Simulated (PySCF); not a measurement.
C6H4F3O (doublet state).
Numbering: `[F:1][C:2]([F:3])([F:4])[CH2:5][c:6]1[cH:7][c:8][o:9][cH:10]1` (hydrogens: H11, H12 on C5; H13 on C7; H14 on C10)

Cartesian coordinates in Å at the PBE0-D3(BJ)/def2-SVP level; atoms count from 1:
```xyz
14
C6H4F3O angstrom
F     -3.0420   -0.2989    0.0575
C     -1.8175    0.1325    0.3754
F     -1.6155   -0.1364    1.6652
F     -1.8153    1.4642    0.2365
C     -0.7800   -0.5208   -0.5088
C      0.6185   -0.1069   -0.1983
C      1.1819    1.2166   -0.3372
C      2.4671    1.0535    0.0636
O      2.7622   -0.1793    0.4255
C      1.6201   -0.9079    0.2678
H     -0.8979   -1.6081   -0.3967
H     -1.0483   -0.2698   -1.5471
H      0.6848    2.1230   -0.6705
H      1.6803   -1.9628    0.5228
```

Method: PBE0-D3(BJ)/def2-SVP geometry optimisation, gas phase in PySCF 2.14.0.

Masses are those of the commonest isotopes; rigid-rotor values at the optimised geometry. The values belong to one conformer with, in the numbering `[F:1][C:2]([F:3])([F:4])[CH2:5][c:6]1[cH:7][c:8][o:9][cH:10]1`, C2–C5–C6–C7 -65°.

(1) Give the principal moments of inertia and the rotational constants in MHz.

(2) What kind of rotor is it?

(3) What does the inertial defect say?

(4) Give the other two planar moments, Paa and Pbb, and the rms extents of the mass along the axes.

(5) List the rotational levels J(Ka,Kc) to J = 5 (MHz).

(6) Which types of transition are allowed, and where do some lines up to J = 5 fall?

Answers

(1) Ia = 150.35, Ib = 633.46, Ic = 677.26 u·Å²; 505379 MHz·u·Å²/I gives A = 3361, B = 797.8, C = 746.2 MHz.

(2) A near-prolate asymmetric top: κ = (2 × 797.8 − 3361 − 746.2)/(3361 − 746.2) = -0.96.

(3) Not planar: Δ = Ic − Ia − Ib = -106.54 u·Å². For a rigid frame Δ = −2 Σ m c², so Σ m c² = 53.27 u·Å² lies off the ab plane: 4.99 from hydrogen and 48.28 from heavier atoms. The atom farthest from that plane is 1.90 Å away.

(4) Paa = Σ m a² = (Ib + Ic − Ia)/2 = 580.19 and Pbb = Σ m b² = (Ia + Ic − Ib)/2 = 97.07 u·Å². With the mass M = 149.02 u, the rms extents √(P/M) along a, b and c are 1.97, 0.81, 0.60 Å.

(5) Above 0(0,0):
J = 1: 1(0,1) 1544, 1(1,1) 4108, 1(1,0) 4159
J = 2: 2(0,2) 4631, 2(1,2) 7144, 2(1,1) 7299, 2(2,1) 14990, 2(2,0) 14991
J = 3: 3(0,3) 9260, 3(1,3) 11698, 3(1,2) 12008, 3(2,2) 19622, 3(2,1) 19626, 3(3,1) 32570, 3(3,0) 32570
J = 4: 4(0,4) 15429, 4(1,4) 17770, 4(1,3) 18286, 4(2,3) 25797, 4(2,2) 25809, 4(3,2) 38747, 4(3,1) 38747, 4(4,1) 56872, 4(4,0) 56872
J = 5: 5(0,5) 23133, 5(1,5) 25357, 5(1,4) 26131, 5(2,4) 33516, 5(2,3) 33543, 5(3,3) 46470, 5(3,2) 46470, 5(4,2) 64594, 5(4,1) 64594, 5(5,1) 87897, 5(5,0) 87897

(6) The dipole components are |μa| = 0.37 D, |μb| = 0.96 D, |μc| = 1.56 D. Intensities carry the squares of the components, which stand as 0.06 : 0.38 : 1.00 (a : b : c). Some lines, for components of 0.1 D or more:

```
type  branch         J(Ka,Kc)    MHz  lower level (cm⁻¹)
   a       Q  5(1,4) ← 5(1,5)    774               0.846
   b       R  3(0,3) ← 2(1,2)   2116               0.238
   c       Q  4(1,4) ← 4(0,4)   2341               0.515
   c       Q  3(1,3) ← 3(0,3)   2438               0.309
   c       Q  1(1,1) ← 1(0,1)   2564               0.052
   b       R  1(1,1) ← 0(0,0)   4108               0.000
   a       R  3(2,2) ← 2(2,1)   4632               0.500
   b       R  5(0,5) ← 4(1,4)   5364               0.593
   a       R  4(1,4) ← 3(1,3)   6071               0.390
   a       R  4(0,4) ← 3(0,3)   6168               0.309
   a       R  4(2,3) ← 3(2,2)   6175               0.655
   a       R  4(2,2) ← 3(2,1)   6183               0.655
   a       R  4(1,3) ← 3(1,2)   6278               0.401
   b       Q  4(2,2) ← 4(1,3)   7523               0.610
   b       Q  3(2,1) ← 3(1,2)   7618               0.401
   c       R  3(2,2) ← 2(1,2)  12478               0.238
   c       Q  4(3,2) ← 4(2,2)  12938               0.861
   c       R  4(2,3) ← 3(1,3)  14099               0.390
   b       R  5(2,3) ← 4(1,4)  15773               0.593
   b       R  5(3,3) ← 4(2,2)  20661               0.861
   c       Q  5(5,1) ← 5(4,1)  23303               2.155
   b       Q  5(5,1) ← 5(4,2)  23303               2.155
   c       R  4(4,0) ← 3(3,0)  24302               1.086
   b       R  5(4,2) ← 4(3,1)  25846               1.292
   c       R  5(4,1) ← 4(3,1)  25846               1.292
   b       R  5(4,1) ← 4(3,2)  25847               1.292
```

For this open shell read J as N, the rotation without spin; fine and hyperfine splittings come on top. PBE0-D3(BJ)/def2-SVP frequencies: not computed here. ⟨S²⟩ = 0.764 (exact for a doublet: 0.75). No vibrational averaging or centrifugal distortion is included, and the geometry carries the error of its method.
